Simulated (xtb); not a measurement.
Method: xtb 6.7.1 with GFN2-xTB.

```
xtb start.xyz --ohess tight --gfn 2 --chrg 0 --uhf 0 --iterations 400

# start.xyz
5

Ti     0.000000     0.000000     0.000000
Cl     1.686743    -1.095674     1.553419
Cl     1.217727     1.046937    -1.969715
Cl    -1.271004     1.801142     1.264576
Br    -1.745688    -1.872800    -0.906560
```

Output:

```
[...]
         1        2.0000           -1.1219618             -30.5301
       ...           ...                  ...                  ...
        10        2.0000           -0.4778299             -13.0024
        11        2.0000           -0.4753392             -12.9346
        12        2.0000           -0.4753346             -12.9345
        13        2.0000           -0.4672847             -12.7155
        14        2.0000           -0.4635963             -12.6151
        15        2.0000           -0.4556171             -12.3980
        16        2.0000           -0.4556170             -12.3980 (HOMO)
        17                         -0.3582651              -9.7489 (LUMO)
        18                         -0.3582643              -9.7489
        19                         -0.3346065              -9.1051
        20                         -0.3227604              -8.7828
        21                         -0.3227581              -8.7827
       ...                                ...                  ...
        45                          1.3894267              37.8082
      -------------------------------------------------------------
                  HL-Gap            0.0973519 Eh            2.6491 eV
             Fermi-level           -0.4069410 Eh          -11.0734 eV


         :::::::::::::::::::::::::::::::::::::::::::::::::::::
         ::                     SUMMARY                     ::
         :::::::::::::::::::::::::::::::::::::::::::::::::::::
         :: total energy             -19.593728938961 Eh    ::
         :: gradient norm              0.000064165796 Eh/a0 ::
         :: HOMO-LUMO gap              2.649079422948 eV    ::
         ::.................................................::
         :: SCC energy               -19.637065707099 Eh    ::
         :: -> isotropic ES            0.049372083087 Eh    ::
         :: -> anisotropic ES         -0.006141407942 Eh    ::
         :: -> anisotropic XC         -0.013738848148 Eh    ::
         :: -> dispersion             -0.006210076526 Eh    ::
         :: repulsion energy           0.043336768139 Eh    ::
         :: add. restraining           0.000000000000 Eh    ::
         :: total charge              -0.000000000000 e     ::
         :::::::::::::::::::::::::::::::::::::::::::::::::::::

           -------------------------------------------------
          |                Numerical Hessian                |
           -------------------------------------------------
step length          :   0.00500
SCC accuracy         :   0.30000
Hessian scale factor :   1.00000
frozen atoms in %    :   0.00000    0
RMS gradient         :   0.00006
estimated CPU  time      0.01 min
estimated wall time      0.01 min

writing file <hessian>.

 projected vibrational frequencies (cm⁻¹)
eigval :       -0.00    -0.00     0.00     0.00     0.00     0.00
eigval :       93.58    93.59   104.12   110.04   110.11   285.50
eigval :      405.52   447.10   447.19
           -------------------------------------------------
          |                Property Printout                |
           -------------------------------------------------

    * Orbital Energies and Occupations

         #    Occupation            Energy/Eh            Energy/eV
      -------------------------------------------------------------
         1        2.0000           -1.1219618             -30.5301
       ...           ...                  ...                  ...
         4        2.0000           -0.8936238             -24.3167
         5        2.0000           -0.5732237             -15.5982
         6        2.0000           -0.4922703             -13.3954
         7        2.0000           -0.4893581             -13.3161
         8        2.0000           -0.4893532             -13.3160
         9        2.0000           -0.4778335             -13.0025
        10        2.0000           -0.4778298             -13.0024
        11        2.0000           -0.4753392             -12.9346
        12        2.0000           -0.4753345             -12.9345
        13        2.0000           -0.4672846             -12.7155
        14        2.0000           -0.4635962             -12.6151
        15        2.0000           -0.4556170             -12.3980
        16        2.0000           -0.4556169             -12.3980 (HOMO)
        17                         -0.3582648              -9.7489 (LUMO)
        18                         -0.3582640              -9.7489
        19                         -0.3346061              -9.1051
        20                         -0.3227601              -8.7827
        21                         -0.3227578              -8.7827
        22                         -0.0243912              -0.6637
        23                         -0.0085367              -0.2323
        24                         -0.0085355              -0.2323
        25                         -0.0081061              -0.2206
        26                         -0.0074997              -0.2041
        27                         -0.0072990              -0.1986
       ...                                ...                  ...
        45                          1.3894272              37.8082
      -------------------------------------------------------------
                  HL-Gap            0.0973522 Eh            2.6491 eV
             Fermi-level           -0.4069408 Eh          -11.0734 eV

     #   Z          covCN         q      C6AA      α(0)
     1  22 Ti       3.065     0.890   104.508    24.964
     2  17 Cl       0.763    -0.244   106.711    15.802
     3  17 Cl       0.763    -0.244   106.710    15.802
     4  17 Cl       0.763    -0.244   106.711    15.802
     5  35 Br       0.789    -0.157   188.954    22.162

 Mol. C6AA /au·bohr⁶  :       2924.414786
 Mol. C8AA /au·bohr⁸  :     169932.414254
 Mol. α(0) /au        :         94.530556

Wiberg/Mayer (AO) data.
largest (>0.10) Wiberg bond orders for each atom

 ---------------------------------------------------------------------------
     #   Z sym  total        # sym  WBO       # sym  WBO       # sym  WBO
 ---------------------------------------------------------------------------
     1  22 Ti   4.870 --     5 Br   1.247     3 Cl   1.208     2 Cl   1.208
                             4 Cl   1.208
     2  17 Cl   1.337 --     1 Ti   1.208
     3  17 Cl   1.337 --     1 Ti   1.208
     4  17 Cl   1.337 --     1 Ti   1.208
     5  35 Br   1.383 --     1 Ti   1.247
 ---------------------------------------------------------------------------

Topologies differ in total number of bonds
Writing topology from bond orders to xtbtopo.mol

molecular dipole:
                 x           y           z       tot (Debye)
 q only:       -0.159      -0.170      -0.083
   full:        0.894       0.959       0.464       3.537
molecular quadrupole (traceless):
                xx          xy          yy          xz          yz          zz
 q only:        0.114       0.633       0.203       0.306       0.328      -0.317
  q+dip:       -1.082      -6.008      -1.927      -2.909      -3.121       3.009
   full:       -1.133      -6.293      -2.018      -3.046      -3.269       3.152

           -------------------------------------------------
          |                Geometry Summary                 |
           -------------------------------------------------

      molecular mass/u    :      234.1290855
   center of mass at/Å    :       -0.2978893      -0.3195779      -0.1546968
  moments of inertia/u·Å² :        0.4245721E+03   0.6406039E+03   0.6406087E+03
rotational constants/cm⁻¹ :        0.3970499E-01   0.2631522E-01   0.2631502E-01

 * 4 selected distances

     #   Z          #   Z                                           value/Å
     1  22 Ti       2  17 Cl                                      2.1096298
     1  22 Ti       3  17 Cl                                      2.1095917 (min)
     1  22 Ti       4  17 Cl                                      2.1096781
     1  22 Ti       5  35 Br                                      2.3347391 (max)

 * 2 distinct bonds (by element types)

   Z      Z             #   av. dist./Å        max./Å        min./Å
  17 Cl  22 Ti          3     2.1096332     2.1096781     2.1095917
  22 Ti  35 Br          1     2.3347391     2.3347391     2.3347391

           -------------------------------------------------
          |               Frequency Printout                |
           -------------------------------------------------
 projected vibrational frequencies (cm⁻¹)
eigval :       -0.00    -0.00     0.00     0.00     0.00     0.00
eigval :       93.58    93.59   104.12   110.04   110.11   285.50
eigval :      405.52   447.10   447.19
 reduced masses (amu)
   1: 66.46   2: 43.85   3: 42.59   4: 41.43   5: 40.69   6: 69.04   7: 47.15   8: 47.15
   9: 48.55  10: 37.47  11: 37.48  12: 49.70  13: 47.27  14: 41.78  15: 41.78
 IR intensities (km·mol⁻¹)
   1:  0.47   2:  0.10   3:  0.17   4:  0.42   5:  0.13   6:  0.44   7:  4.13   8:  4.00
   9:  9.84  10:  6.45  11:  6.51  12:  0.69  13: 44.57  14: 84.16  15: 84.38
Refinement of some symmetry elements was terminated before convergence was reached.
Some symmetry elements may remain unidentified.
Molecule has the following symmetry elements: (C3) 3*(sigma)
It seems to be the C3v point group
 Raman intensities (Ä⁴*amu⁻¹)
   1:  0.00   2:  0.00   3:  0.00   4:  0.00   5:  0.00   6:  0.00   7:  0.00   8:  0.00
   9:  0.00  10:  0.00  11:  0.00  12:  0.00  13:  0.00  14:  0.00  15:  0.00
 output can be read by thermo (or use thermo option).
 writing <g98.out> molden fake output.
 recommended (thermochemical) frequency scaling factor: 1.0
           -------------------------------------------------
          |             Thermodynamic Functions             |
           -------------------------------------------------

c3v symmetry found (for desy threshold:  0.10E+00) used in thermo

          ...................................................
          :                      SETUP                      :
          :.................................................:
          :  # frequencies                           9      :
          :  # imaginary freq.                       0      :
          :  linear?                             false      :
          :  only rotor calc.                    false      :
          :  symmetry                              c3v      :
          :  rotational number                       3      :
          :  scaling factor                  1.0000000      :
          :  rotor cutoff                   50.0000000 cm⁻¹ :
          :  imag. cutoff                  -20.0000000 cm⁻¹ :
          :.................................................:

    mode    ω/cm⁻¹     T·S(HO)/kcal·mol⁻¹    T·S(FR)/kcal·mol⁻¹   T·S(vib)
   ------------------------------------------------------------------------
       1     93.58    -1.06849 ( 92.47%)    -0.87076 (  7.53%)    -1.05359
       2     93.59    -1.06845 ( 92.47%)    -0.87074 (  7.53%)    -1.05356
       3    104.12    -1.00645 ( 94.95%)    -0.83916 (  5.05%)    -0.99800
       4    110.04    -0.97444 ( 95.91%)    -0.82280 (  4.09%)    -0.96824
       5    110.11    -0.97406 ( 95.92%)    -0.82260 (  4.08%)    -0.96788
       6    285.50    -0.44738 ( 99.91%)    -0.54040 (  0.09%)    -0.44746
   ------------------------------------------------------------------------

   temp. (K)  partition function   enthalpy   heat capacity  entropy
                                   cal/mol     cal/K/mol   cal/K/mol   J/K/mol
 298.15  VIB   225.                 3091.750     15.358     20.962
         ROT  0.336E+06              888.752      2.981     28.269
         INT  0.755E+08             3980.502     18.339     49.231
         TR   0.347E+28             1481.254      4.968     42.235
         TOT                        5461.7558    23.3074    91.4655   382.6916

       T/K    H(0)-H(T)+PV         H(T)/Eh          T*S/Eh         G(T)/Eh
   ------------------------------------------------------------------------
    298.15    0.870386E-02    0.134806E-01    0.434582E-01   -0.299776E-01
   ------------------------------------------------------------------------

         :::::::::::::::::::::::::::::::::::::::::::::::::::::
         ::                  THERMODYNAMIC                  ::
         :::::::::::::::::::::::::::::::::::::::::::::::::::::
         :: total free energy         -19.623706564662 Eh   ::
         ::.................................................::
         :: total energy              -19.593728938971 Eh   ::
         :: zero point energy           0.004776718645 Eh   ::
         :: G(RRHO) w/o ZPVE           -0.034754344336 Eh   ::
         :: G(RRHO) contrib.           -0.029977625690 Eh   ::
         :::::::::::::::::::::::::::::::::::::::::::::::::::::

optimized geometry written to: xtbopt.xyz

           -------------------------------------------------
          | TOTAL ENERGY              -19.593728938971 Eh   |
          | TOTAL ENTHALPY            -19.580248358453 Eh   |
          | TOTAL FREE ENERGY         -19.623706564662 Eh   |
          | GRADIENT NORM               0.000064265583 Eh/α |
          | HOMO-LUMO GAP               2.649087584077 eV   |
           -------------------------------------------------

------------------------------------------------------------------------
```

Cost: about 0.7 core-seconds (a rough figure).
